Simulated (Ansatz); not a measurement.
Geometry optimisation, RKS PBE0/def2-SVP (Ansatz 0.2.0).

Input:

```yaml
crystal:
  periodic: [false, false, false]
  atoms:
    - { symbol: O, position_ang: [0.083, -2.427, -0.1712] }
    - { symbol: C, position_ang: [1.0483, -1.7114, 0.1298] }
    - { symbol: O, position_ang: [1.0186, -0.3148, 0.0299] }
    - { symbol: Ge, position_ang: [-0.3247, 0.6339, -0.5216] }
    - { symbol: O, position_ang: [0.20079, 1.62196, -1.98242] }
    - { symbol: O, position_ang: [-1.74274, -0.33451, -0.98878] }
    - { symbol: H, position_ang: [1.969, -2.2155, 0.4771] }
    - { symbol: H, position_ang: [-0.74999, 1.65502, 0.57816] }
    - { symbol: H, position_ang: [0.55088, 0.89824, -2.65912] }
    - { symbol: H, position_ang: [-1.36966, -0.96063, -1.69045] }
basis:
  gaussian: { orbitals: def2-SVP }
hamiltonian:
  xc: pbe0
relax:
  f_tol: 0.015
  max_steps: 40
```

Run as:

```bash
$ ansatz run input.yaml --threads 2 --pin off --max-ram 3072MiB --backend cpu --events-out ev --progress --plain --runs-dir out
```

Task: Where does it end, and by what steps?

Result: The run converged. After 27 steps the energy has fallen by 1.067 eV; O1 moved furthest, 1.38 Å.

```json
{"step": "0", "energy less start (eV)": "0.0000", "largest force component (eV/Å)": "3.819", "accepted": "yes"}
{"step": "1", "energy less start (eV)": "-0.6494", "largest force component (eV/Å)": "2.054", "accepted": "yes"}
{"step": "2", "energy less start (eV)": "-0.8669", "largest force component (eV/Å)": "1.158", "accepted": "yes"}
{"step": "3", "energy less start (eV)": "-0.9643", "largest force component (eV/Å)": "0.412", "accepted": "yes"}
{"step": "4", "energy less start (eV)": "-0.9989", "largest force component (eV/Å)": "0.178", "accepted": "yes"}
{"step": "5", "energy less start (eV)": "-0.9614", "largest force component (eV/Å)": "0.824", "accepted": "no"}
{"step": "6", "energy less start (eV)": "-1.0184", "largest force component (eV/Å)": "0.081", "accepted": "yes"}
{"step": "7", "energy less start (eV)": "-1.0247", "largest force component (eV/Å)": "0.188", "accepted": "yes"}
{"step": "8", "energy less start (eV)": "-1.0264", "largest force component (eV/Å)": "0.131", "accepted": "yes"}
{"step": "9", "energy less start (eV)": "-1.0286", "largest force component (eV/Å)": "0.046", "accepted": "yes"}
{"step": "10", "energy less start (eV)": "-1.0194", "largest force component (eV/Å)": "0.429", "accepted": "no"}
{"step": "11", "energy less start (eV)": "-1.0297", "largest force component (eV/Å)": "0.034", "accepted": "yes"}
{"step": "12", "energy less start (eV)": "-1.0302", "largest force component (eV/Å)": "0.235", "accepted": "yes"}
{"step": "13", "energy less start (eV)": "-1.0332", "largest force component (eV/Å)": "0.090", "accepted": "yes"}
{"step": "14", "energy less start (eV)": "-1.0361", "largest force component (eV/Å)": "0.143", "accepted": "yes"}
{"step": "15", "energy less start (eV)": "-1.0351", "largest force component (eV/Å)": "0.499", "accepted": "no"}
{"step": "16", "energy less start (eV)": "-1.0393", "largest force component (eV/Å)": "0.137", "accepted": "yes"}
{"step": "17", "energy less start (eV)": "-1.0406", "largest force component (eV/Å)": "0.327", "accepted": "yes"}
{"step": "18", "energy less start (eV)": "-1.0272", "largest force component (eV/Å)": "1.085", "accepted": "no"}
{"step": "19", "energy less start (eV)": "-1.0469", "largest force component (eV/Å)": "0.217", "accepted": "yes"}
{"step": "20", "energy less start (eV)": "-1.0518", "largest force component (eV/Å)": "0.177", "accepted": "yes"}
{"step": "21", "energy less start (eV)": "-1.0591", "largest force component (eV/Å)": "0.097", "accepted": "yes"}
{"step": "22", "energy less start (eV)": "-1.0569", "largest force component (eV/Å)": "0.577", "accepted": "no"}
{"step": "23", "energy less start (eV)": "-1.0638", "largest force component (eV/Å)": "0.039", "accepted": "yes"}
{"step": "24", "energy less start (eV)": "-1.0653", "largest force component (eV/Å)": "0.276", "accepted": "yes"}
{"step": "25", "energy less start (eV)": "-1.0498", "largest force component (eV/Å)": "0.557", "accepted": "no"}
{"step": "26", "energy less start (eV)": "-1.0670", "largest force component (eV/Å)": "0.038", "accepted": "yes"}
{"step": "27", "energy less start (eV)": "-1.0671", "largest force component (eV/Å)": "0.010", "accepted": "yes"}
```

```xyz
10
Properties=species:S:1:pos:R:3
O 0.680 -1.786 -1.238
C 1.070 -1.497 -0.127
O 0.731 -0.406 0.511
Ge -0.425 0.664 -0.471
O 0.435 1.144 -1.922
O -1.877 -0.278 -0.748
H 1.761 -2.139 0.459
H -0.725 1.871 0.395
H 0.695 0.364 -2.431
H -1.661 -1.090 -1.227
```

The run took 110 s on 2 threads of Arm Neoverse V1, with other jobs on the host, peak memory 0.32 GiB.
